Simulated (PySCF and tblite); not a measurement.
Values are calculated unless marked as measured or tabulated.
4 diastereomers of C2H8ClF3S4Si4, numbered alike:

```csv
isomer,SMILES,descriptors (one enantiomer)
A,[CH3:1][Si@@:2]1([F:3])[S:4][Si@H:5]([F:6])[S:7][Si@@H:8]([Cl:9])[S:10][Si@:11]([CH3:12])([F:13])[S:14]1,"2R, 5S, 8R, 11R"
B,[CH3:1][Si@:2]1([F:3])[S:4][Si@@H:5]([F:6])[S:7][Si@H:8]([Cl:9])[S:10][Si@:11]([CH3:12])([F:13])[S:14]1,"2S, 5R, 8S, 11R"
C,[CH3:1][Si@:2]1([F:3])[S:4][Si@H:5]([F:6])[S:7][Si@H:8]([Cl:9])[S:10][Si@:11]([CH3:12])([F:13])[S:14]1,"2S, 5S, 8S, 11R"
D,[CH3:1][Si@@:2]1([F:3])[S:4][Si@@H:5]([F:6])[S:7][Si@H:8]([Cl:9])[S:10][Si@:11]([CH3:12])([F:13])[S:14]1,"2R, 5R, 8S, 11R"
```

Protocol: conformer search, at most 3 conformers an isomer, GFN2-xTB geometries, energies PBE0/6-31G* (D3(BJ) added where defined), GIAO shieldings PBE0/6-31G*, weights at 298.15 K with GFN2-xTB thermal terms. Programs: PySCF with density fitting and tblite.

(1) What shifts does each isomer give (ppm)?

The conformer set may be incomplete (the search or the number kept was capped). Unscaled ¹⁹F and ²⁹Si shifts at such levels can be off by tens of ppm; differences between conformers or isomers are more reliable. Shifts are unscaled: against experiment ¹³C can be off by 15 ppm or more and ¹H by 0.8 ppm.

Answers

(1) 
A: ¹H (against TMS): 0.71 (H12, 3H), 0.68 (H1, 3H). ¹³C (against TMS): 10.0 (C12), 9.3 (C1). ¹⁹F (against CFCl3): -109.5 (F3), -115.6 (F13), -131.1 (F6). ²⁹Si (against TMS): 49.1 (Si2), 47.0 (Si11), 34.6 (Si5), 33.6 (Si8).

B: ¹H (against TMS): 0.72 (H1, 3H), 0.57 (H12, 3H). ¹³C (against TMS): 10.0 (C1), 9.4 (C12). ¹⁹F (against CFCl3): -118.3 (F3), -122.7 (F13), -129.2 (F6). ²⁹Si (against TMS): 50.1 (Si11), 49.7 (Si2), 41.8 (Si8), 37.3 (Si5).

C: ¹H (against TMS): 0.75 (H1, 3H), 0.72 (H12, 3H). ¹³C (against TMS): 9.8 (C1), 9.6 (C12). ¹⁹F (against CFCl3): -116.7 (F13), -121.0 (F3), -131.0 (F6). ²⁹Si (against TMS): 50.1 (Si11), 48.2 (Si2), 38.1 (Si5), 33.1 (Si8).

D: ¹H (against TMS): 0.68 (H1, 3H), 0.65 (H12, 3H). ¹³C (against TMS): 9.4 (C1), 9.2 (C12). ¹⁹F (against CFCl3): -112.7 (F13), -113.2 (F3), -139.0 (F6). ²⁹Si (against TMS): 49.9 (Si11), 47.4 (Si2), 36.4 (Si5), 32.8 (Si8). H not on carbon is left out.
